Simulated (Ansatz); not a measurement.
**Molecular dynamics of C₃H₅B**

Input:

```yaml
crystal:
  periodic: [false, false, false]
  atoms:
    - { symbol: B, position_ang: [-0.362165, 1.341955, -2.351857] }
    - { symbol: C, position_ang: [-0.004296, 0.815537, -1.177238] }
    - { symbol: C, position_ang: [0.324547, 0.384516, 0.262383] }
    - { symbol: C, position_ang: [-0.758972, -0.573698, 0.786198] }
    - { symbol: H, position_ang: [1.283467, -0.043411, 0.365905] }
    - { symbol: H, position_ang: [0.293541, 1.281093, 0.928046] }
    - { symbol: H, position_ang: [-0.732016, -1.435792, 0.146194] }
    - { symbol: H, position_ang: [-0.498425, -0.842672, 1.802916] }
    - { symbol: H, position_ang: [-1.766916, -0.205448, 0.783808] }
magnetization:
  spin_polarized: true
basis:
  gaussian: { orbitals: STO-3G }
hamiltonian:
  xc: pbe0
md:
  timestep: 0.5
  n_steps: 166
  ensemble: nvt_nose_hoover
  temperature: 1000.0
  initial_velocities: maxwell_boltzmann
  seed: 776605
  nose_hoover: { tau: 50.0, chain_length: 5 }
  temperature_schedule:
    - { n_steps: 41, end_temperature: 1000.0 }
    - { n_steps: 125, end_temperature: 3000.0 }
```

Command:

```bash
$ ansatz run input.yaml --threads 1 --pin off --max-ram 2048MiB --backend cpu --events-out ev --progress --plain --runs-dir out
```

It goes on from the last frame of an earlier run, with new velocities.

Output, in part (one step line in 6, the closing report, with atoms numbered from 0):

```
md step     0: t =     0.00 fs  T =  1000.0 K (target 1000.0 K)  F+E_penalty+E_count = -3810.48938844 eV  E_kin = 0.904820 eV  conserved = -3809.58456845 eV  (254 SCF iters)
md step     6: t =     3.00 fs  T =   861.2 K (target 1000.0 K)  F+E_penalty+E_count = -3810.36063469 eV  E_kin = 0.779247 eV  conserved = -3809.58145914 eV  (115 SCF iters)
md step    12: t =     6.00 fs  T =   912.2 K (target 1000.0 K)  F+E_penalty+E_count = -3810.40907393 eV  E_kin = 0.825413 eV  conserved = -3809.58440831 eV  (102 SCF iters)
md step    18: t =     9.00 fs  T =   741.2 K (target 1000.0 K)  F+E_penalty+E_count = -3810.25170957 eV  E_kin = 0.670663 eV  conserved = -3809.58307599 eV  (78 SCF iters)
md step    24: t =    12.00 fs  T =   676.6 K (target 1000.0 K)  F+E_penalty+E_count = -3810.19006155 eV  E_kin = 0.612235 eV  conserved = -3809.58229931 eV  (51 SCF iters)
md step    30: t =    15.00 fs  T =   655.1 K (target 1000.0 K)  F+E_penalty+E_count = -3810.16764261 eV  E_kin = 0.592788 eV  conserved = -3809.58285281 eV  (52 SCF iters)
md step    36: t =    18.00 fs  T =   629.5 K (target 1000.0 K)  F+E_penalty+E_count = -3810.13942666 eV  E_kin = 0.569596 eV  conserved = -3809.58289888 eV  (50 SCF iters)
md step    42: t =    21.00 fs  T =   531.2 K (target 1008.0 K)  F+E_penalty+E_count = -3810.04314860 eV  E_kin = 0.480609 eV  conserved = -3809.58178453 eV  (76 SCF iters)
md step    48: t =    24.00 fs  T =   510.4 K (target 1104.0 K)  F+E_penalty+E_count = -3810.01667190 eV  E_kin = 0.461787 eV  conserved = -3809.58156053 eV  (77 SCF iters)
md step    54: t =    27.00 fs  T =   662.2 K (target 1200.0 K)  F+E_penalty+E_count = -3810.14487643 eV  E_kin = 0.599136 eV  conserved = -3809.58246449 eV  (83 SCF iters)
md step    60: t =    30.00 fs  T =   660.9 K (target 1296.0 K)  F+E_penalty+E_count = -3810.12648703 eV  E_kin = 0.597956 eV  conserved = -3809.58006116 eV  (141 SCF iters)
md step    66: t =    33.00 fs  T =   801.1 K (target 1392.0 K)  F+E_penalty+E_count = -3810.23632294 eV  E_kin = 0.724842 eV  conserved = -3809.58271794 eV  (97 SCF iters)
md step    72: t =    36.00 fs  T =   752.5 K (target 1488.0 K)  F+E_penalty+E_count = -3810.16995317 eV  E_kin = 0.680834 eV  conserved = -3809.58109007 eV  (91 SCF iters)
md step    78: t =    39.00 fs  T =   730.9 K (target 1584.0 K)  F+E_penalty+E_count = -3810.12184555 eV  E_kin = 0.661311 eV  conserved = -3809.58047332 eV  (97 SCF iters)
md step    84: t =    42.00 fs  T =   898.6 K (target 1680.0 K)  F+E_penalty+E_count = -3810.24910520 eV  E_kin = 0.813087 eV  conserved = -3809.58483250 eV  (111 SCF iters)
md step    90: t =    45.00 fs  T =   645.2 K (target 1776.0 K)  F+E_penalty+E_count = -3809.98318696 eV  E_kin = 0.583766 eV  conserved = -3809.57923841 eV  (92 SCF iters)
md step    96: t =    48.00 fs  T =   830.3 K (target 1872.0 K)  F+E_penalty+E_count = -3810.11774529 eV  E_kin = 0.751307 eV  conserved = -3809.58486315 eV  (76 SCF iters)
md step   102: t =    51.00 fs  T =   710.7 K (target 1968.0 K)  F+E_penalty+E_count = -3809.97776209 eV  E_kin = 0.643058 eV  conserved = -3809.58442133 eV  (74 SCF iters)
md step   108: t =    54.00 fs  T =   439.3 K (target 2064.0 K)  F+E_penalty+E_count = -3809.69005577 eV  E_kin = 0.397448 eV  conserved = -3809.57784071 eV  (45 SCF iters)
md step   114: t =    57.00 fs  T =   980.5 K (target 2160.0 K)  F+E_penalty+E_count = -3810.14930809 eV  E_kin = 0.887163 eV  conserved = -3809.58648723 eV  (69 SCF iters)
md step   120: t =    60.00 fs  T =   716.4 K (target 2256.0 K)  F+E_penalty+E_count = -3809.85492926 eV  E_kin = 0.648171 eV  conserved = -3809.57873058 eV  (46 SCF iters)
md step   126: t =    63.00 fs  T =   790.5 K (target 2352.0 K)  F+E_penalty+E_count = -3809.86747426 eV  E_kin = 0.715234 eV  conserved = -3809.57886420 eV  (48 SCF iters)
md step   132: t =    66.00 fs  T =  1114.0 K (target 2448.0 K)  F+E_penalty+E_count = -3810.11508341 eV  E_kin = 1.007998 eV  conserved = -3809.58266021 eV  (78 SCF iters)
md step   138: t =    69.00 fs  T =  1033.0 K (target 2544.0 K)  F+E_penalty+E_count = -3809.96906324 eV  E_kin = 0.934654 eV  conserved = -3809.57430637 eV  (56 SCF iters)
md step   144: t =    72.00 fs  T =  1392.5 K (target 2640.0 K)  F+E_penalty+E_count = -3810.23214127 eV  E_kin = 1.259943 eV  conserved = -3809.58201104 eV  (76 SCF iters)
md step   150: t =    75.00 fs  T =  1180.1 K (target 2736.0 K)  F+E_penalty+E_count = -3809.98360675 eV  E_kin = 1.067741 eV  conserved = -3809.57830937 eV  (77 SCF iters)
md step   156: t =    78.00 fs  T =  1351.4 K (target 2832.0 K)  F+E_penalty+E_count = -3810.07899733 eV  E_kin = 1.222747 eV  conserved = -3809.57774635 eV  (46 SCF iters)
md step   162: t =    81.00 fs  T =  1768.3 K (target 2928.0 K)  F+E_penalty+E_count = -3810.40969830 eV  E_kin = 1.599960 eV  conserved = -3809.58580693 eV  (74 SCF iters)
md step   166: t =    83.00 fs  T =  1255.5 K (target 2992.0 K)  F+E_penalty+E_count = -3809.90209683 eV  E_kin = 1.135998 eV  conserved = -3809.57659843 eV  (141 SCF iters)
Total energy: -3809.90211313 eV, -140.0113202130 hartree
Atom 0 at    -0.131142     1.167537    -2.484671 Å, force     0.023367     0.099171    -0.342514 eV/Å
Atom 1 at     0.007677     0.894780    -1.189217 Å, force    -0.291994    -0.371644     1.664861 eV/Å
Atom 2 at     0.084981     0.531572     0.273299 Å, force     3.439872    -1.016538    -0.439411 eV/Å
Atom 3 at    -0.731753    -0.647045     0.844158 Å, force     0.502542     0.772242     5.384924 eV/Å
Atom 4 at     1.206810     0.154165     0.480191 Å, force    -2.353559     1.512920    -0.926250 eV/Å
Atom 5 at    -0.071588     1.358721     0.983965 Å, force     0.185807     0.529164    -0.432175 eV/Å
Atom 6 at    -1.515613    -0.175167     1.596524 Å, force     1.314205    -1.584650    -2.180270 eV/Å
Atom 7 at    -1.159079    -1.334631     0.149671 Å, force    -0.644166    -0.739502    -0.916565 eV/Å
Atom 8 at     0.029181    -1.201355     1.562888 Å, force    -2.176074     0.798837    -1.812601 eV/Å
Dipole moment:     0.031259    -0.041517     0.107840 e Å
```

All steps were run. The conserved energy stayed within 1.3 meV per atom of its start (net change 0.89 meV per atom), so the integration is sound. The schedule's set-point averaged 2336 K over the second half and the system 990 K, so it lags behind the ramp. A run of 0.083 ps of so small a system gives no equilibrium averages. Limits of this set-up: minimal basis.

The same pairs are bonded in the first frame and the last. Pairs count as bonded within 1.25 times the sum of covalent radii (0.12 Å more for H–H).

Last frame:

```xyz
9
Properties=species:S:1:pos:R:3
B -0.131 1.167 -2.485
C 0.008 0.895 -1.189
C 0.085 0.532 0.273
C -0.732 -0.647 0.844
H 1.207 0.154 0.480
H -0.072 1.359 0.984
H -1.516 -0.175 1.597
H -1.159 -1.335 0.150
H 0.029 -1.201 1.563
```

The run took 8.6 min on 1 thread of Arm Neoverse V1 (shared host), peak memory 0.1 GiB.
